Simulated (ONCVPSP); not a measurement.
## Varying the ONCV potential for Sb

Base potential:

```
Element                 : antimony
Generator               : ONCVPSP 4.0.1
Type                    : optimised norm-conserving Vanderbilt (ONCV)
Functional              : PBE
Relativity              : scalar-relativistic
Frozen core             : [Kr]
Valence charge          : 15
Reference configuration : 4d10 5s2 5p3
Partial waves           : 5s: rc 1.95 bohr, ncon 4, nbas 9, qcut 3.2 1/bohr, 2 projectors, debl 1.6 Ha; 5p: rc 2.10 bohr, ncon 5, nbas 10, qcut 3.5 1/bohr, 2 projectors, debl 2.9 Ha; 4d: rc 1.10 bohr, ncon 4, nbas 8, qcut 7.6 1/bohr, 2 projectors, debl 0.3 Ha
Local potential         : polynomial inside 0.85 bohr (lpopt 5, dvloc0 -1 Ha)
Core correction         : Teter function, fcfact 1.75, rcfact 1.1
```

In the d channel the program set the typed energies aside and used -1.231, 0.250 Ha.

Cutoffs, loose and tight: the cutoffs (Ha) at which the residual kinetic energy of the hardest occupied pseudo-wave falls to 1 and 0.1 mHa per electron. They do not see the model core or the augmentation charge, which bear on the density cutoff. Test errors are all-electron minus pseudo excitation energies from the reference, over the configurations 4d10 5s2 5p2; 4d10 5s2 5p1; 4d10 5s2 5p0; 4d9 5s2 5p3. A dash means not determined; rows that change the core or the reference have their own tests.

A true bound ghost makes a file unfit for plane-wave use even where its test errors are small: the radial tests pick states by their node count and pass the ghost by.

```tsv
change	outcome	cutoff, loose	cutoff, tight	bound ghosts	GHOST(+) flags above zero	largest test error (meV)
base	generated, projector energies reset by the program	172 Ha	201 Ha	s, p, d	s	-196
reference 4d10 5s2 5p2.75	generated, projector energies reset by the program	172 Ha	201 Ha	s, p, d	s	+56
core [Ar] 3d10, valence charge 23; reference 4s2 4p6 4d10 5s2 5p1.5; waves now 4s+5s: rc 1.45 bohr, ncon 5, nbas 10, qcut 8.5 1/bohr, 3 projectors, debl 3 Ha; 4p+5p: rc 1.55 bohr, ncon 3, nbas 7, qcut 6.9 1/bohr, 2 projectors; 4d: rc 1.35 bohr, ncon 5, nbas 10, qcut 11.9 1/bohr, local; local potential the d channel	generated	47 Ha	56 Ha	none	s, p	+3.8
s: debl 0.8	generated, projector energies reset by the program	172 Ha	201 Ha	s, p, d	s	-193
p: nproj 3	generated, projector energies reset by the program	172 Ha	201 Ha	s, d	s, p	-196
local potential polynomial inside 0.85 bohr (lpopt 5, dvloc0 4 Ha)	generated, projector energies reset by the program	172 Ha	201 Ha	s, p, d	none	-190
d: ncon 5, nbas 9	generated, projector energies reset by the program	202 Ha	243 Ha	s, p	s, d	-203
core correction Teter function, fcfact 2, rcfact 1.1	generated, projector energies reset by the program	172 Ha	201 Ha	s, p, d	s	-197
```

**Question.** What comes out with this change to the base: s: qcut 2.2?

**Answer.** outcome: generated, projector energies reset by the program; cutoff, loose: 172 Ha; cutoff, tight: 201 Ha; bound ghosts: s, p, d; GHOST(+) flags above zero: s; largest test error (meV): -158.
